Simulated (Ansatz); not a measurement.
`C=[C](Cl)[AlH][SiH3]` + `CC[Si]OC` → `CC[Si]O[SiH3]` + `C=[C](Cl)[AlH][CH3]`  (redistribution)

Isolated molecules relaxed with PBE0-D4/def2-TZVP in Ansatz; ΔE leaves out vibrations. CCSD(T)/CBS is the MP2 limit (def2-TZVPP, def2-QZVPP) plus CCSD(T) − MP2 in def2-TZVPP, frozen cores. Functionals use def2-TZVPP. One conformer a species, not always the lowest.

`C=[C](Cl)[AlH][SiH3]`:

```xyz
11

C    -0.157   -1.603   -1.223
C    -0.671   -0.400   -1.471
Cl   -1.554   -0.158   -2.962
Al   -0.487    1.114   -0.248
Si    0.761    0.741    1.833
H    -0.259   -2.445   -1.901
H     0.394   -1.768   -0.302
H    -1.139    2.505   -0.631
H     1.925    1.668    1.929
H    -0.102    0.995    3.023
H     1.287   -0.649    1.952
```

`CC[Si]OC`:

Cartesian coordinates in Å:
```
C -0.717 1.468 0.253
C 0.607 0.893 0.769
Si 0.291 -0.764 1.675
O 0.072 -1.839 0.447
C 0.133 -1.755 -0.956
H -1.467 1.533 1.048
H -0.592 2.476 -0.151
H -1.145 0.849 -0.539
H 1.048 1.581 1.500
H 1.335 0.801 -0.046
H -0.873 -1.860 -1.371
H 0.559 -0.808 -1.298
H 0.749 -2.575 -1.333
```

`CC[Si]O[SiH3]`:

Cartesian coordinates in Å:
```
C 1.009 0.253 1.310
C 1.516 -0.208 -0.059
Si 0.939 0.941 -1.468
O -0.688 0.666 -1.457
Si -1.995 -0.146 -0.881
H -0.083 0.233 1.368
H 1.323 1.277 1.535
H 1.384 -0.382 2.116
H 1.170 -1.230 -0.267
H 2.611 -0.240 -0.064
H -1.593 -1.451 -0.290
H -2.660 0.677 0.161
H -2.934 -0.389 -2.004
```

`C=[C](Cl)[AlH][CH3]`:

Cartesian coordinates in Å:
```
C -0.245 -1.684 -0.909
C -0.721 -1.239 0.251
Cl -1.757 -2.294 1.188
Al -0.324 0.538 0.971
C 0.835 1.688 -0.094
H 0.400 -1.042 -1.502
H -0.466 -2.670 -1.308
H -0.951 0.954 2.365
H 0.993 2.664 0.371
H 0.417 1.858 -1.092
H 1.818 1.228 -0.242
```

CCSD(T)/CBS gives -190.1 kJ/mol.

Q: Another level gave -181.4 kJ/mol. Which?
A. SCS-MP2/def2-TZVPP
B. PBE0/def2-TZVPP
C. ωB97X-V/def2-TZVPP
D. PBE/def2-TZVPP

A: C. ωB97X-V -181.4, PBE0 -168.7, SCS-MP2/def2-TZVPP -197.0, PBE -158.4 kJ/mol.

Largest T1 diagnostic among the species: 0.013.

From PBE to PBE0 (25 % exact exchange), in def2-TZVPP and without D4, ΔE moves by −10.3 kJ/mol.
